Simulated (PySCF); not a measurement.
SMILES [SiH3][Bi]([TeH])[TeH] (H5BiSiTe2), singlet, CAM-B3LYP/def2-SVP optimised geometry.

```
9

Bi     0.73     0.87     0.00
Si     0.76    -1.73    -0.67
H     -0.08    -2.53     0.26
H      2.17    -2.21    -0.60
H      0.25    -1.86    -2.06
Te     1.41     0.21     2.71
H      1.77     1.80     3.03
Te    -2.15     0.87     0.00
H     -2.17     2.53     0.00
```

Density from CAM-B3LYP/def2-TZVP, def2 effective core potentials past Kr in PySCF at that geometry. The core electrons that the potentials of Bi, Te replace are not part of the density.

Minimum of the electron density along straight lines between bonded atoms, close to the bond critical point (lines longer than 1.1 times the sum of covalent radii, or with two minima, are not listed):

| bond | length / Å | ρ at the minimum / e bohr⁻³ | ∇²ρ there / e bohr⁻⁵ | position (fraction from the first atom) |
|---|---|---|---|---|
| Bi1–Si2 | 2.679 | [?] | [?] | 0.54 |
| Si2–H3 | 1.488 | 0.121 | 0.14 | 0.49 |
| Si2–H4 | 1.488 | 0.121 | 0.14 | 0.49 |
| Si2–H5 | 1.488 | 0.121 | 0.14 | 0.49 |
| Bi1–Te6 | 2.876 | 0.058 | 0.02 | 0.49 |
| Te6–H7 | 1.663 | 0.134 | -0.04 | 0.63 |
| Bi1–Te8 | 2.876 | 0.058 | 0.02 | 0.49 |
| Te8–H9 | 1.663 | 0.134 | -0.04 | 0.63 |

Task: What belongs in the gaps?

Result: 
- Bi1–Si2, ρ at the minimum / e bohr⁻³: 0.070
- Bi1–Si2, ∇²ρ there / e bohr⁻⁵: -0.05
